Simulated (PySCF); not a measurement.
Cl$_{6}$Pt, charge -2, singlet, at a GFN2-xTB geometry (such geometries of metal compounds can be far from the true shape) (core potentials on Pt); DF-B3LYP/def2-SVP run with PySCF.

Input for PySCF:
```python
from pyscf import gto, scf, dft

mol = gto.Mole()
mol.atom = '''
    Pt   -0.000000    0.000000    0.000000
    Cl    2.079927    0.862497   -0.735908
    Cl    0.743768    0.122523    2.245742
    Cl   -0.743768   -0.122523   -2.245742
    Cl   -2.079927   -0.862497    0.735908
    Cl   -0.855728    2.202872    0.163225
    Cl    0.855728   -2.202872   -0.163225
'''
mol.basis = 'def2-svp'
mol.ecp = {'Pt': 'def2-svp'}
mol.charge = -2
mol.spin = 0
mol.verbose = 4
mol.symmetry = True
mol.build()

mf = dft.RKS(mol)
mf.xc = 'b3lyp'
mf.irrep_nelec = {'Ag': 32, 'B1g': 10, 'B2g': 10, 'B3g': 10, 'Au': 2, 'B1u': 20, 'B2u': 20, 'B3u': 18}
mf = mf.density_fit(auxbasis='def2-universal-jkfit')
mf.kernel()
mf.analyze()
```

Q: Write the output that PySCF gives for this input, abridged.

A: 
```
PySCF version 2.14.0

[INPUT] verbose = 4
[INPUT] num. atoms = 7
[INPUT] num. electrons = 122
[INPUT] charge = -2
[INPUT] spin (= nelec alpha-beta = 2S) = 0
[INPUT] symmetry True subgroup None
[INPUT] Mole.unit = angstrom
[INPUT] Symbol           X                Y                Z      unit          X                Y                Z       unit  Magmom
[...]
nuclear repulsion = 1054.7803567437
point group symmetry = D4h, use subgroup D2h
symmetry origin: [0. 0. 0.]
symmetry axis x: [ 0.87802396  0.36409596 -0.31065747]
symmetry axis y: [-0.31397555 -0.0517221  -0.94802119]
symmetry axis z: [-0.36123855  0.92992416  0.06890399]
num. orbitals of irrep Ag = 37
num. orbitals of irrep B1g = 11
num. orbitals of irrep B2g = 11
num. orbitals of irrep B3g = 11
num. orbitals of irrep Au = 4
num. orbitals of irrep B1u = 22
num. orbitals of irrep B2u = 22
num. orbitals of irrep B3u = 22
number of shells = 60
number of NR pGTOs = 273
number of NR cGTOs = 140
basis = def2-svp
ecp = {'Pt': 'def2-svp'}

******** <class 'pyscf.df.df_jk.DFSymAdaptedRKS'> ********
method = DFSymAdaptedRKS
initial guess = minao
damping factor = 0
level_shift factor = 0
DIIS = <class 'pyscf.scf.diis.CDIIS'>
diis_start_cycle = 1
diis_space = 8
diis_damp = 0
SCF conv_tol = 1e-09
SCF conv_tol_grad = None
SCF max_cycles = 50
direct_scf = False
XC library pyscf.dft.libxc version 7.1.2
    S. Lehtola, C. Steigemann, M. J. T. Oliveira, and M. A. L. Marques,  SoftwareX 7, 1–5 (2018)
XC functionals = b3lyp
    P. J. Stephens, F. J. Devlin, C. F. Chabalowski, and M. J. Frisch,  J. Phys. Chem. 98, 11623 (1994)
radial grids:
    Treutler-Ahlrichs [JCP 102, 346 (1995); DOI:10.1063/1.469408] (M4) radial grids

becke partition: Becke, JCP 88, 2547 (1988); DOI:10.1063/1.454033
pruning grids: <function nwchem_prune>
grids dens level: 3
symmetrized grids: True
atomic radii adjust function: <function treutler_atomic_radii_adjust>
small_rho_cutoff = 0
Freeze 122 electrons in irreps ['Ag', 'B1g', 'B2g', 'B3g', 'Au', 'B1u', 'B2u', 'B3u']
    0 free electrons in irreps
Set gradient conv threshold to 3.16228e-05
Initial guess from minao.
tot grids = 137592
******** <class 'pyscf.df.df.DF'> ********
auxbasis = def2-universal-jkfit
init E= -2868.21767666725
HOMO (Au) = 0.433157414565741  LUMO (B3u) = -0.633150651534159  gap/eV = -29.01572

WARN: Ag LUMO -0.565175401104032 < system HOMO 0.433157414565741

WARN: B1g HOMO -0.611133041762316 > system LUMO -0.633150651534159

WARN: B1g LUMO -0.0348972470576039 < system HOMO 0.433157414565741

WARN: B2g HOMO -0.611133017611535 > system LUMO -0.633150651534159

WARN: B2g LUMO -0.0349003603384516 < system HOMO 0.433157414565741

WARN: B3g HOMO -0.611130468254633 > system LUMO -0.633150651534159

WARN: B3g LUMO -0.0349170648407329 < system HOMO 0.433157414565741

WARN: Au HOMO 0.433157414565741 > system LUMO -0.633150651534159

WARN: B1u HOMO -0.633149163163824 > system LUMO -0.633150651534159

WARN: B1u LUMO -0.157177393325363 < system HOMO 0.433157414565741

WARN: B2u HOMO -0.63314973617223 > system LUMO -0.633150651534159

WARN: B2u LUMO -0.157176638074441 < system HOMO 0.433157414565741

WARN: B3u LUMO -0.633150651534159 < system HOMO 0.433157414565741

cycle= 1 E= -2876.96743611635  delta_E= -8.75  |g|= 1.81  |ddm|= 8.75
HOMO (Au) = 1.19411149171644  LUMO (B3u) = 0.183189299021117  gap/eV = -27.50859

WARN: Ag LUMO 0.487221541869033 < system HOMO 1.19411149171644

WARN: B1g HOMO 0.574421469763933 > system LUMO 0.183189299021117

WARN: B1g LUMO 0.998150828579231 < system HOMO 1.19411149171644

WARN: B2g HOMO 0.574446853219157 > system LUMO 0.183189299021117

WARN: B2g LUMO 0.998178129253803 < system HOMO 1.19411149171644

WARN: B3g HOMO 0.578926742461194 > system LUMO 0.183189299021117

WARN: B3g LUMO 1.00258851700027 < system HOMO 1.19411149171644

WARN: Au HOMO 1.19411149171644 > system LUMO 0.183189299021117

WARN: B1u LUMO 0.501774358783698 < system HOMO 1.19411149171644

WARN: B2u LUMO 0.501750717728919 < system HOMO 1.19411149171644

WARN: B3u LUMO 0.183189299021117 < system HOMO 1.19411149171644

cycle= 2 E= -2872.54578118695  delta_E= 4.42  |g|= 4.63  |ddm|= 5.98
HOMO (Au) = 1.12814653513128  LUMO (B3u) = 0.108471489594327  gap/eV = -27.74677

WARN: Ag LUMO 0.239952666278574 < system HOMO 1.12814653513128

WARN: B1g HOMO 0.11713130606844 > system LUMO 0.108471489594327

WARN: B1g LUMO 0.715918662988289 < system HOMO 1.12814653513128

WARN: B2g HOMO 0.116852345897096 > system LUMO 0.108471489594327

WARN: B2g LUMO 0.715837279674688 < system HOMO 1.12814653513128

WARN: B3g HOMO 0.122060396400893 > system LUMO 0.108471489594327

WARN: B3g LUMO 0.730645015420866 < system HOMO 1.12814653513128

WARN: Au HOMO 1.12814653513128 > system LUMO 0.108471489594327

WARN: B1u LUMO 0.455066092901195 < system HOMO 1.12814653513128

WARN: B2u LUMO 0.455100114839024 < system HOMO 1.12814653513128

WARN: B3u LUMO 0.108471489594327 < system HOMO 1.12814653513128

cycle= 3 E= -2877.62366420056  delta_E= -5.08  |g|= 0.798  |ddm|=  4.6
HOMO (Au) = 1.05965995842164  LUMO (B3u) = 0.113283727606615  gap/eV = -25.75221

WARN: Ag LUMO 0.18387196198803 < system HOMO 1.05965995842164

WARN: B1g HOMO 0.156456908442231 > system LUMO 0.113283727606615

WARN: B1g LUMO 0.692882978634564 < system HOMO 1.05965995842164

WARN: B2g HOMO 0.15658903867499 > system LUMO 0.113283727606615

WARN: B2g LUMO 0.693633666313587 < system HOMO 1.05965995842164

WARN: B3g LUMO 0.665542308916148 < system HOMO 1.05965995842164

WARN: Au HOMO 1.05965995842164 > system LUMO 0.113283727606615

WARN: B1u HOMO 0.132946973878415 > system LUMO 0.113283727606615

WARN: B1u LUMO 0.430885859089132 < system HOMO 1.05965995842164

WARN: B2u HOMO 0.132787765718802 > system LUMO 0.113283727606615

WARN: B2u LUMO 0.430546623427909 < system HOMO 1.05965995842164

WARN: B3u LUMO 0.113283727606615 < system HOMO 1.05965995842164

cycle= 4 E= -2877.14123709722  delta_E= 0.482  |g|= 1.26  |ddm|=  3.1
[...]

WARN: Au HOMO 1.08841841380193 > system LUMO 0.0619112620961983

WARN: B1u LUMO 0.429807618931718 < system HOMO 1.08841841380193

WARN: B2u LUMO 0.429758224685336 < system HOMO 1.08841841380193

WARN: B3u LUMO 0.0619112620961983 < system HOMO 1.08841841380193

cycle= 24 E= -2877.88234741972  delta_E= -4.06e-05  |g|= 0.00677  |ddm|= 0.095
HOMO (Au) = 1.0877177050287  LUMO (B3u) = 0.062630065658638  gap/eV = -27.89406

WARN: Ag LUMO 0.196020331801349 < system HOMO 1.0877177050287

WARN: B1g LUMO 0.672172367559466 < system HOMO 1.0877177050287

WARN: B2g LUMO 0.672218603153655 < system HOMO 1.0877177050287

WARN: B3g LUMO 0.67888975626751 < system HOMO 1.0877177050287

WARN: Au HOMO 1.0877177050287 > system LUMO 0.062630065658638

WARN: B1u LUMO 0.429854795333647 < system HOMO 1.0877177050287

WARN: B2u LUMO 0.429813105119897 < system HOMO 1.0877177050287

WARN: B3u LUMO 0.062630065658638 < system HOMO 1.0877177050287

cycle= 25 E= -2877.88236927612  delta_E= -2.19e-05  |g|= 0.00201  |ddm|= 0.0198
HOMO (Au) = 1.08728381792426  LUMO (B3u) = 0.0631111353422689  gap/eV = -27.86916

WARN: Ag LUMO 0.196058540541179 < system HOMO 1.08728381792426

WARN: B1g LUMO 0.672240715494129 < system HOMO 1.08728381792426

WARN: B2g LUMO 0.672233102835501 < system HOMO 1.08728381792426

WARN: B3g LUMO 0.678840376139294 < system HOMO 1.08728381792426

WARN: Au HOMO 1.08728381792426 > system LUMO 0.0631111353422689

WARN: B1u LUMO 0.42985377763912 < system HOMO 1.08728381792426

WARN: B2u LUMO 0.429854728457122 < system HOMO 1.08728381792426

WARN: B3u LUMO 0.0631111353422689 < system HOMO 1.08728381792426

cycle= 26 E= -2877.88236692409  delta_E= 2.35e-06  |g|= 0.000668  |ddm|= 0.0315
HOMO (Au) = 1.0873217988649  LUMO (B3u) = 0.0630712350254432  gap/eV = -27.87128

WARN: Ag LUMO 0.196040100581431 < system HOMO 1.0873217988649

WARN: B1g LUMO 0.67223458621462 < system HOMO 1.0873217988649

WARN: B2g LUMO 0.672228721741275 < system HOMO 1.0873217988649

WARN: B3g LUMO 0.678855788111543 < system HOMO 1.0873217988649

WARN: Au HOMO 1.0873217988649 > system LUMO 0.0630712350254432

WARN: B1u LUMO 0.429857887805718 < system HOMO 1.0873217988649

WARN: B2u LUMO 0.42985951583584 < system HOMO 1.0873217988649

WARN: B3u LUMO 0.0630712350254432 < system HOMO 1.0873217988649

cycle= 27 E= -2877.88236709881  delta_E= -1.75e-07  |g|= 0.000476  |ddm|= 0.00381
HOMO (Au) = 1.08730859380107  LUMO (B3u) = 0.0630864057181553  gap/eV = -27.87051

WARN: Ag LUMO 0.196049169886287 < system HOMO 1.08730859380107

WARN: B1g LUMO 0.672238560458927 < system HOMO 1.08730859380107

WARN: B2g LUMO 0.672234101679924 < system HOMO 1.08730859380107

WARN: B3g LUMO 0.678849972944397 < system HOMO 1.08730859380107

WARN: Au HOMO 1.08730859380107 > system LUMO 0.0630864057181553

WARN: B1u LUMO 0.429859173377185 < system HOMO 1.08730859380107

WARN: B2u LUMO 0.429858447850188 < system HOMO 1.08730859380107

WARN: B3u LUMO 0.0630864057181553 < system HOMO 1.08730859380107

cycle= 28 E= -2877.88236713401  delta_E= -3.52e-08  |g|= 0.00013  |ddm|= 0.00309
HOMO (Au) = 1.08730783071412  LUMO (B3u) = 0.0630836228619209  gap/eV = -27.87056

WARN: Ag LUMO 0.196048572608601 < system HOMO 1.08730783071412

WARN: B1g LUMO 0.672238534763909 < system HOMO 1.08730783071412

WARN: B2g LUMO 0.672233507260138 < system HOMO 1.08730783071412

WARN: B3g LUMO 0.678846487481454 < system HOMO 1.08730783071412

WARN: Au HOMO 1.08730783071412 > system LUMO 0.0630836228619209

WARN: B1u LUMO 0.429858644959628 < system HOMO 1.08730783071412

WARN: B2u LUMO 0.429857825219317 < system HOMO 1.08730783071412

WARN: B3u LUMO 0.0630836228619209 < system HOMO 1.08730783071412

cycle= 29 E= -2877.8823671417  delta_E= -7.69e-09  |g|= 4.18e-05  |ddm|= 0.000806
HOMO (Au) = 1.08730942622749  LUMO (B3u) = 0.0630818183495017  gap/eV = -27.87065

WARN: Ag LUMO 0.196049753538744 < system HOMO 1.08730942622749

WARN: B1g LUMO 0.67223933312064 < system HOMO 1.08730942622749

WARN: B2g LUMO 0.672234374693046 < system HOMO 1.08730942622749

WARN: B3g LUMO 0.678846216391475 < system HOMO 1.08730942622749

WARN: Au HOMO 1.08730942622749 > system LUMO 0.0630818183495017

WARN: B1u LUMO 0.429858758428017 < system HOMO 1.08730942622749

WARN: B2u LUMO 0.429857961221641 < system HOMO 1.08730942622749

WARN: B3u LUMO 0.0630818183495017 < system HOMO 1.08730942622749

cycle= 30 E= -2877.88236714214  delta_E= -4.39e-10  |g|= 1.67e-05  |ddm|= 0.000128
HOMO (Au) = 1.08730908742294  LUMO (B3u) = 0.0630810805754523  gap/eV = -27.87066

WARN: Ag LUMO 0.19604974379876 < system HOMO 1.08730908742294

WARN: B1g LUMO 0.672238130989417 < system HOMO 1.08730908742294

WARN: B2g LUMO 0.672235151431184 < system HOMO 1.08730908742294

WARN: B3g LUMO 0.67884517846338 < system HOMO 1.08730908742294

WARN: Au HOMO 1.08730908742294 > system LUMO 0.0630810805754523

WARN: B1u LUMO 0.429858984512805 < system HOMO 1.08730908742294

WARN: B2u LUMO 0.429857179815277 < system HOMO 1.08730908742294

WARN: B3u LUMO 0.0630810805754523 < system HOMO 1.08730908742294

Extra cycle  E= -2877.88236712319  delta_E= 1.9e-08  |g|= 0.000214  |ddm|= 0.000417
SCF not converged.
SCF energy = -2877.88236712319
**** SCF Summaries ****
Total Energy =                       -2877.882367123186668
Nuclear Repulsion Energy =            1054.780356743697439
One-electron Energy =                -6167.490660953090810
Two-electron Energy =                 2234.827937086206475
Two-electron Coulomb Energy =         2416.606341111987149
DFT Exchange-Correlation Energy =     -181.778404025780759
HOMO-LUMO gap [eV] =                   -27.870663666822132
Wave-function symmetry = Ag
occupancy for each irrep:     Ag  B1g  B2g  B3g   Au  B1u  B2u  B3u
                              16    5    5    5    1   10   10    9
**** MO energy ****
[...]
WARN: System has nonzero charge -2; the dipole moment is origin-dependent.
Location of origin: [0. 0. 0.]

Dipole moment(X, Y, Z, Debye): -0.00000,  0.00000,  0.00000
```

Convergence was not reached.
